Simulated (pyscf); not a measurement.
H₃C–Cu, singlet

Gas-phase minimum from PySCF at ωB97X-D3(BJ)/def2-SVP, one conformer. 

```
C
H 1 1.1025
H 1 1.1025 2 108.81
H 1 1.1025 2 108.81 3 118.41
Cu 1 1.8974 2 110.13 4 120.79
```

Properties at ωB97X-D3(BJ)/def2-SVP:

| Property | Value |
|---|---|
| Harmonic wavenumbers, unscaled | 556, 645, 645, 1154, 1435, 1435, 3054, 3162, 3162 cm⁻¹ |
| Zero-point energy | 21.8 kcal/mol |
| Rotational symmetry number | 3 |
| Entropy of this conformer at 298 K and 1 atm, rigid rotor and harmonic oscillator, modes under 100 cm⁻¹ raised to 100 | 245.6 J/(mol K) |
| Dipole moment | 2.71 D |

Single-point totals, which compare only within one level (frozen core for MP2 and CC):

| level | total energy (hartree) |
|---|---|
| ωB97X-D3(BJ)/def2-TZVP | -1680.40899 |
| PBE/def2-TZVP | -1680.12749 |
| r²SCAN/def2-TZVP | -1680.38300 |
| B3LYP-D3(BJ)/def2-TZVP | -1680.48552 |
| PBE0-D3(BJ)/def2-TZVP | -1680.12748 |
| M06-2X/def2-TZVP | -1680.34241 |
| ωB97M-D3(BJ)/def2-TZVP | -1680.46281 |
| HF/def2-TZVPP | -1678.52169 |
| MP2/def2-TZVPP | -1679.58612 |
| CCSD/def2-TZVPP | -1679.48158 |
| CCSD(T)/def2-TZVPP | -1679.51411 |

The CCSD(T) − MP2 part came from Ansatz, without density fitting, on the same reference. The frozen core leaves the outer d or s,p core shells of the metals and heavy elements correlated in the MP2 and CC values, and def2-TZVPP describes them poorly, so these totals are far from the basis limit.
